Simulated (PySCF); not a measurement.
Record of a relaxation.

Species: Ti(OtBu)Cl3, C4H9Cl3OTi (singlet state).
Bonds: Ti1–O2, Ti1–Cl16, Ti1–Cl17, Ti1–Cl18, O2–C3, C3–C4, C3–C5, C3–C6. Hydrogens: H7, H8, H9 on C4; H10, H11, H12 on C5; H13, H14, H15 on C6.

Computed by this run: PBE0-D3(BJ)/def2-SVP geometry optimisation, gas phase in PySCF 2.14.0; density fitting, grid level 1; the optimiser is geomeTRIC in internal coordinates, started from a GFN2-xTB structure with every atom displaced at random (about 0.03 Å). 10 of its 12 geometries are shown. The frame can shift and turn from step to step; on so coarse a grid that alone can change the energy by a few meV, and forces under 0.02 eV/Å are noise.

Step 0: E = -66987.9319 eV, largest atomic force 5.569 eV/Å
```
atom  x, y, z in Å  |  force x, y, z in eV/Å
Ti1     1.237   -0.264   -1.979   -0.163   2.739  -2.625
O2      0.995    0.144   -0.384    0.227   0.857   1.756
C3     -0.125    0.100    0.490    2.214   1.505   2.044
C4     -0.835   -1.091    0.099   -5.543   0.524  -0.129
C5      0.465   -0.083    1.909   -0.736   1.598   1.108
C6     -0.861    1.433    0.358   -1.355  -1.370  -1.286
H7     -1.744   -1.216    0.794    0.904   0.177  -0.902
H8     -1.269   -0.935   -0.924    0.274  -0.464   0.486
H9     -0.333   -1.991    0.194    1.679  -1.996  -0.015
H10     1.071   -0.974    2.023    0.242  -0.566  -0.252
H11    -0.370   -0.145    2.678    0.733   0.060  -0.795
H12     1.116    0.791    2.221   -0.618  -0.691  -0.450
H13    -1.251    1.561   -0.705    0.550  -0.045   1.077
H14    -0.258    2.267    0.649    0.718   0.710   0.170
H15    -1.735    1.388    1.013   -0.235   0.137   0.167
Cl16    2.933    0.787   -2.755    0.842   0.261  -0.201
Cl17   -0.419    0.510   -3.244   -0.028  -0.063   0.246
Cl18    1.328   -2.265   -2.359    0.295  -3.373  -0.399
```

Step 1: E = -66988.6807 eV, largest atomic force 2.298 eV/Å
```
atom  x, y, z in Å  |  force x, y, z in eV/Å
Ti1     1.299   -0.236   -2.059   -0.313   1.532  -0.549
O2      0.968    0.148   -0.415   -0.379  -0.004   0.007
C3     -0.151    0.102    0.507    1.527   0.209   0.649
C4     -0.953   -1.108    0.149   -2.264   0.279   0.279
C5      0.487   -0.064    1.894   -0.318   0.591   0.483
C6     -0.885    1.428    0.386   -0.731  -0.639  -0.400
H7     -1.815   -1.205    0.858    0.415   0.141  -0.319
H8     -1.423   -0.982   -0.848    0.301  -0.226   0.094
H9     -0.420   -2.043    0.236    0.609  -0.407  -0.207
H10     1.089   -0.975    1.972    0.028  -0.181  -0.161
H11    -0.301   -0.107    2.678    0.216  -0.021  -0.314
H12     1.145    0.794    2.150   -0.216  -0.231  -0.230
H13    -1.295    1.546   -0.641    0.276   0.065   0.320
H14    -0.242    2.268    0.647    0.228   0.196  -0.028
H15    -1.743    1.413    1.074   -0.036   0.090   0.074
Cl16    3.049    0.844   -2.734    0.372   0.072   0.009
Cl17   -0.338    0.507   -3.360    0.131  -0.153   0.334
Cl18    1.474   -2.312   -2.417    0.156  -1.314  -0.040
```

Step 2: E = -66988.8763 eV, largest atomic force 0.494 eV/Å
```
atom  x, y, z in Å  |  force x, y, z in eV/Å
Ti1     1.346   -0.205   -2.072    0.042   0.439   0.024
O2      0.935    0.158   -0.436   -0.425  -0.150  -0.193
C3     -0.163    0.101    0.514    0.488  -0.016  -0.073
C4     -1.035   -1.086    0.150   -0.177  -0.055   0.072
C5      0.487   -0.074    1.875   -0.008  -0.064   0.011
C6     -0.909    1.415    0.400   -0.113   0.019   0.154
H7     -1.868   -1.172    0.861   -0.038   0.003   0.106
H8     -1.481   -0.958   -0.847    0.092  -0.043  -0.089
H9     -0.461   -2.022    0.189    0.018  -0.006  -0.100
H10     1.074   -1.004    1.903   -0.014   0.016   0.003
H11    -0.277   -0.117    2.662   -0.074  -0.026   0.051
H12     1.155    0.768    2.092    0.079   0.068   0.003
H13    -1.308    1.544   -0.613    0.013   0.042  -0.134
H14    -0.240    2.253    0.638   -0.024   0.045  -0.034
H15    -1.757    1.429    1.102    0.059   0.013  -0.003
Cl16    3.113    0.928   -2.669    0.071  -0.007   0.086
Cl17   -0.317    0.395   -3.366   -0.025  -0.021   0.087
Cl18    1.649   -2.339   -2.305    0.036  -0.258   0.029
```

Step 4: E = -66988.9172 eV, largest atomic force 0.313 eV/Å
```
atom  x, y, z in Å  |  force x, y, z in eV/Å
Ti1     1.407   -0.123   -2.086    0.145  -0.196   0.170
O2      0.844    0.128   -0.488   -0.199  -0.118  -0.178
C3     -0.199    0.071    0.496   -0.039   0.051   0.015
C4     -1.090   -1.128    0.177    0.308  -0.008  -0.055
C5      0.499   -0.078    1.839    0.001  -0.043  -0.033
C6     -0.966    1.382    0.389    0.081   0.062   0.002
H7     -1.886   -1.216    0.930   -0.033  -0.027   0.004
H8     -1.546   -1.016   -0.818   -0.049   0.042   0.023
H9     -0.493   -2.056    0.171   -0.079   0.074   0.055
H10     1.090   -1.006    1.857   -0.006   0.012   0.022
H11    -0.239   -0.115    2.653   -0.006   0.009   0.020
H12     1.177    0.770    2.010   -0.008   0.000   0.026
H13    -1.389    1.493   -0.621   -0.029  -0.015   0.008
H14    -0.297    2.236    0.575   -0.022  -0.044   0.019
H15    -1.783    1.412    1.124   -0.017  -0.017  -0.004
Cl16    3.277    0.972   -2.333   -0.033   0.001  -0.087
Cl17   -0.148    0.579   -3.449    0.011   0.006  -0.019
Cl18    1.686   -2.287   -2.348   -0.027   0.209   0.014
```

Step 5: E = -66988.9237 eV, largest atomic force 0.204 eV/Å
```
atom  x, y, z in Å  |  force x, y, z in eV/Å
Ti1     1.416   -0.134   -2.088    0.088  -0.158   0.095
O2      0.828    0.124   -0.503   -0.125  -0.041  -0.082
C3     -0.202    0.076    0.492   -0.015   0.026   0.070
C4     -1.098   -1.116    0.174    0.089   0.010  -0.032
C5      0.499   -0.086    1.834    0.005  -0.004  -0.025
C6     -0.962    1.392    0.400    0.052   0.018  -0.034
H7     -1.890   -1.206    0.932   -0.002  -0.013  -0.024
H8     -1.564   -0.992   -0.815   -0.027   0.019   0.031
H9     -0.511   -2.047    0.160   -0.014   0.025   0.035
H10     1.081   -1.018    1.851    0.002  -0.002   0.004
H11    -0.240   -0.120    2.649    0.013   0.011  -0.016
H12     1.183    0.756    2.013   -0.014  -0.006   0.008
H13    -1.393    1.513   -0.605   -0.010  -0.013   0.025
H14    -0.288    2.240    0.590   -0.002  -0.016   0.014
H15    -1.774    1.418    1.141   -0.015  -0.011  -0.004
Cl16    3.252    1.010   -2.362   -0.014  -0.009  -0.059
Cl17   -0.150    0.497   -3.473    0.018   0.035  -0.002
Cl18    1.755   -2.289   -2.313   -0.028   0.129  -0.003
```

Step 6: E = -66988.9254 eV, largest atomic force 0.165 eV/Å
```
atom  x, y, z in Å  |  force x, y, z in eV/Å
Ti1     1.417   -0.146   -2.095   -0.015  -0.026  -0.040
O2      0.811    0.111   -0.518   -0.015   0.059   0.029
C3     -0.202    0.078    0.493    0.036  -0.013   0.088
C4     -1.092   -1.117    0.192   -0.164   0.005   0.020
C5      0.507   -0.075    1.831    0.013   0.034   0.001
C6     -0.966    1.392    0.402   -0.016  -0.035  -0.040
H7     -1.879   -1.211    0.956    0.015   0.012  -0.017
H8     -1.575   -0.997   -0.790    0.009  -0.015   0.006
H9     -0.504   -2.045    0.183    0.048  -0.044  -0.017
H10     1.090   -1.006    1.857    0.005  -0.012  -0.016
H11    -0.230   -0.102    2.648    0.013   0.003  -0.024
H12     1.190    0.770    2.007   -0.004  -0.004  -0.014
H13    -1.410    1.506   -0.598    0.014   0.006   0.013
H14    -0.294    2.241    0.588    0.018   0.025   0.000
H15    -1.772    1.412    1.150   -0.002   0.004  -0.003
Cl16    3.272    0.959   -2.391    0.012   0.023   0.003
Cl17   -0.121    0.543   -3.485    0.021  -0.010   0.008
Cl18    1.700   -2.295   -2.352    0.009  -0.012   0.001
```

Step 7: E = -66988.9269 eV, largest atomic force 0.073 eV/Å
```
atom  x, y, z in Å  |  force x, y, z in eV/Å
Ti1     1.422   -0.152   -2.093   -0.004  -0.018  -0.021
O2      0.798    0.105   -0.524   -0.006   0.033  -0.013
C3     -0.209    0.077    0.492    0.022  -0.002   0.047
C4     -1.109   -1.114    0.200   -0.073   0.005   0.005
C5      0.513   -0.076    1.822    0.004   0.011   0.014
C6     -0.965    1.394    0.402   -0.010  -0.013  -0.006
H7     -1.890   -1.203    0.969    0.004   0.009   0.002
H8     -1.598   -0.994   -0.779    0.006  -0.007  -0.001
H9     -0.524   -2.044    0.186    0.022  -0.025  -0.009
H10     1.092   -1.011    1.842    0.001  -0.002  -0.008
H11    -0.215   -0.098    2.646    0.003   0.000   0.004
H12     1.202    0.765    1.987   -0.002  -0.001  -0.011
H13    -1.413    1.510   -0.596    0.007   0.003  -0.001
H14    -0.287    2.241    0.582    0.007   0.011  -0.001
H15    -1.767    1.422    1.154   -0.004   0.006  -0.001
Cl16    3.266    0.977   -2.376    0.012   0.007  -0.003
Cl17   -0.108    0.515   -3.500    0.008   0.004   0.005
Cl18    1.736   -2.298   -2.338    0.002  -0.021  -0.002
```

Step 9: E = -66988.9274 eV, largest atomic force 0.043 eV/Å
```
atom  x, y, z in Å  |  force x, y, z in eV/Å
Ti1     1.419   -0.188   -2.098    0.002   0.016   0.016
O2      0.777    0.086   -0.538    0.000   0.001  -0.017
C3     -0.215    0.081    0.494   -0.006  -0.009  -0.026
C4     -1.136   -1.103    0.228    0.043  -0.001  -0.001
C5      0.531   -0.063    1.811   -0.002  -0.007  -0.004
C6     -0.957    1.406    0.394    0.004   0.011   0.013
H7     -1.905   -1.173    1.011   -0.003  -0.002   0.006
H8     -1.637   -0.988   -0.745   -0.003   0.004   0.000
H9     -0.560   -2.041    0.213   -0.017   0.016   0.007
H10     1.099   -1.004    1.828    0.000   0.004   0.006
H11    -0.179   -0.067    2.652   -0.002   0.002   0.003
H12     1.232    0.772    1.948    0.004   0.002   0.004
H13    -1.410    1.514   -0.602    0.001   0.001  -0.005
H14    -0.268    2.248    0.557   -0.003  -0.006  -0.001
H15    -1.754    1.454    1.151    0.004   0.000  -0.001
Cl16    3.264    0.943   -2.378   -0.008  -0.013   0.005
Cl17   -0.093    0.478   -3.522   -0.012   0.000  -0.003
Cl18    1.735   -2.336   -2.327   -0.003  -0.018  -0.001
```

Step 10: E = -66988.9275 eV, largest atomic force 0.050 eV/Å
```
atom  x, y, z in Å  |  force x, y, z in eV/Å
Ti1     1.410   -0.213   -2.103    0.003   0.017   0.011
O2      0.771    0.075   -0.545    0.000  -0.008  -0.003
C3     -0.214    0.085    0.494   -0.007  -0.010  -0.035
C4     -1.145   -1.095    0.243    0.050  -0.001  -0.002
C5      0.540   -0.054    1.807   -0.001  -0.006  -0.008
C6     -0.948    1.414    0.389    0.005   0.013   0.009
H7     -1.908   -1.154    1.032   -0.004  -0.003   0.003
H8     -1.651   -0.984   -0.727   -0.005   0.005   0.001
H9     -0.575   -2.037    0.231   -0.018   0.018   0.009
H10     1.102   -0.998    1.827    0.000   0.003   0.007
H11    -0.164   -0.047    2.653   -0.002   0.003   0.001
H12     1.247    0.778    1.932    0.004   0.001   0.006
H13    -1.404    1.518   -0.607   -0.001   0.000  -0.002
H14    -0.253    2.253    0.543   -0.002  -0.007   0.000
H15    -1.742    1.472    1.147    0.004  -0.001   0.000
Cl16    3.259    0.911   -2.390   -0.012  -0.013   0.009
Cl17   -0.100    0.455   -3.528   -0.011  -0.004  -0.003
Cl18    1.718   -2.364   -2.320   -0.004  -0.006   0.000
```

Step 11: E = -66988.9277 eV, largest atomic force 0.023 eV/Å
```
atom  x, y, z in Å  |  force x, y, z in eV/Å
Ti1     1.399   -0.234   -2.109    0.001   0.007  -0.003
O2      0.767    0.067   -0.551    0.000  -0.012   0.010
C3     -0.211    0.089    0.493   -0.002  -0.004  -0.022
C4     -1.150   -1.087    0.255    0.023   0.001  -0.001
C5      0.547   -0.046    1.804    0.002  -0.002  -0.004
C6     -0.938    1.422    0.384    0.002   0.006   0.001
H7     -1.909   -1.137    1.048   -0.002  -0.002  -0.001
H8     -1.661   -0.979   -0.713   -0.004   0.003   0.002
H9     -0.586   -2.032    0.247   -0.007   0.008   0.005
H10     1.105   -0.993    1.829   -0.001   0.000   0.003
H11    -0.153   -0.029    2.652    0.000   0.003   0.000
H12     1.260    0.783    1.921    0.001   0.000   0.003
H13    -1.396    1.524   -0.611   -0.002   0.000   0.001
H14    -0.238    2.257    0.532    0.001  -0.003   0.000
H15    -1.729    1.489    1.145    0.002   0.000   0.001
Cl16    3.252    0.879   -2.402   -0.006  -0.006   0.006
Cl17   -0.113    0.433   -3.533   -0.004  -0.005  -0.001
Cl18    1.696   -2.389   -2.315   -0.004   0.005   0.001
```

**Question.** Summarise the path.

**Answer.** The energy falls by 96.08 kJ/mol from step 0 to step 11; nine tenths of that is first reached at step 2. It falls at every step. The largest force goes from 5.569 to 0.023 eV/Å. Among the bonds Ti1–Cl18 changes most, from 2.038 to 2.185 Å; the atoms move by 0.285 Å rms after alignment.

The cost below is that of the whole optimisation. On 2 threads, Intel Xeon 6975P-C (x86_64), shared host with 192 logical CPUs at a one-minute load of 10, this took 2.1 min wall, 5.3 min CPU and 1.2 GiB of memory at its peak.
